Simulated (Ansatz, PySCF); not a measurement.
Reaction (SMILES): O[Si](O)(F)F + 3 [SiH4] (SiH4) -> 2 F[SiH3] + 2 O[SiH3] [hydroxysilane]
Structures are relaxed separately at B3LYP-D3(BJ)/def2-TZVP in Ansatz (a quantum-chemistry and plane-wave program), one conformer each, not searched for the lowest. Frequencies are from Ansatz or PySCF.

Quantity: bond separation energy (enthalpy at 298 K, with B3LYP-D3(BJ) rigid-rotor harmonic-oscillator terms), in kcal/mol. Valence correlation only, unless marked. No spin-orbit coupling. No relativistic terms. Basis-set limits of correlation are two-point, X^-3; Hartree-Fock from the larger set.

| level | program | bond separation energy (kcal/mol) | minus last row |
|---|---|---|---|
| PBE0-D3(BJ)/def2-TZVP | Ansatz + dftd3 | 26.2 | 1.1 |
| HSE06-D4/def2-TZVPD | Ansatz + dftd4 | 25.8 | 0.7 |
| MP2/cc-pwCVTZ | Ansatz | 25.0 | -0.1 |
| SCS-MP2/6-31G | Ansatz | 28.7 | 3.6 |
| SCS-MP2/cc-pV(Q+d)Z | Ansatz | 22.2 | -2.9 |
| CCSD(T)/cc-pV(D+d)Z | Ansatz | 27.2 | 2.1 |
| CCSD(T)/CBS(cc-pV(T+d)Z,cc-pV(Q+d)Z) | Ansatz | 25.1 | 0.0 |
